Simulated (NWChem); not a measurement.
System: SiBiH₅; SMILES [SiH3][BiH2]

All runs: NWChem. Structure relaxed at the PBE0/def2-SVP level. def2 effective core potentials on Bi; no spin-orbit coupling. Vertical excitations in the gas phase; the lowest state need not have the same character in each row.

| level | lowest excitation, singlet (eV) | oscillator strength of that lowest state | lowest state with f > 0.02, singlet (eV) | oscillator strength of that bright state | orbital gap (eV) |
|---|---|---|---|---|---|
| PBE/def2-SVP, TDA | 5.72 | 0.007 | 6.13 | 0.112 | 5.25 |
| B3LYP/def2-SVP, TDA | ___ | 0.009 | 6.14 | ___ | ___ |
| BHandHLYP/def2-SVP, TDA | 6.04 | 0.015 | 6.43 | 0.088 | 8.54 |
| CAM-B3LYP/def2-SVP, TDA | 5.96 | 0.013 | 6.31 | 0.064 | 9.02 |

### Question
Fill in the missing entries.

### Answer

- B3LYP/def2-SVP, TDA, lowest excitation, singlet (eV): 5.81
- B3LYP/def2-SVP, TDA, oscillator strength of that bright state: 0.029
- B3LYP/def2-SVP, TDA, orbital gap (eV): 6.53
